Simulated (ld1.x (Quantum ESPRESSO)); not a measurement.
**An all-electron radial function and its pseudo partner (W (Z = 74))**

Columns: radius, all-electron u(r) and pseudo u(r) of the 5d shell (level -4.48 eV) of tungsten in the configuration [Kr] 4d10 4f14 5s2 5p6 5d4 6s2 6p0; PBE, scalar-relativistic, PAW scheme, ld1.x (Quantum ESPRESSO) 7.5.

```tsv
r (bohr)	all-electron	pseudo
0.125	0.2109	0.0011
0.250	-0.1215	0.0090
0.375	-0.3241	0.0291
0.500	-0.2325	0.0653
0.625	-0.0140	0.1189
0.750	0.2146	0.1885
0.875	0.4059	0.2703
1.000	0.5486	0.3586
1.125	0.6454	0.4464
1.250	0.7043	0.5270
1.375	0.7338	0.5943
1.500	0.7415	0.6440
1.625	0.7340	0.6739
1.750	0.7159	0.6844
1.875	0.6908	0.6778
2.000	0.6616	0.6581
2.125	0.6299	0.6299
2.250	0.5972	0.5975
2.375	0.5643	0.5644
2.500	0.5319	0.5319
2.625	0.5002	0.5002
2.750	0.4695	0.4695
2.875	0.4401	0.4401
3.000	0.4120	0.4120
3.125	0.3853	0.3853
3.250	0.3599	0.3599
```

(1) How many radial nodes do the two functions have?

(2) At about which radius was the pseudo-wave matched?

(3) Is the pseudo-wave norm-conserving?

Results:

(1) The all-electron 5d function has n − l − 1 = 2; the pseudo-wave has 0, since the states of the same l below it are removed with the core.

(2) 2.45 bohr. The columns agree to 0.0005 from 2.12 bohr on; several derivatives are matched, so the curves merge somewhat inside the radius.

(3) No, it belongs to a PAW set: the norm inside the radius is not constrained, and the difference is carried by the augmentation charge.
